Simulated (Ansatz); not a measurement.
Cartesian coordinates in Å:
```
Si 2.3532 -0.3794 0.5898
C 0.6104 -0.0525 0.1442
C -0.5480 0.1557 -0.1539
Si -2.2778 0.4821 -0.6037
Cl -3.3865 -1.2219 -0.3447
H 2.7155 0.4506 1.7636
H 2.5012 -1.8172 0.9187
H 3.2176 -0.0299 -0.5630
H -2.3555 0.8773 -2.0261
H -2.8300 1.5350 0.2749
```

Total charge 0; spin multiplicity 1.

(1) List the PBE/def2-TZVPP orbital energies in eV (Ansatz 0.2.0). (Best estimate.)

## Answers

(1) Ansatz gave: Occupied: -2739.05, -1780.92, -1780.11, -269.29, -269.17, -249.63, -190.33, -190.16, -190.15, -138.56, -137.87, -95.35, -95.28, -95.25, -94.61, -94.58, -94.58, -20.69, -18.75, -14.75, -13.79, -10.95, -9.86, -9.71, -9.61, -9.05, -9.03, -7.97, -7.78, -7.31, -7.21. Lowest empty: -2.10, -1.78, -0.22, -0.03, 0.21, 0.67, 0.76, 0.90.
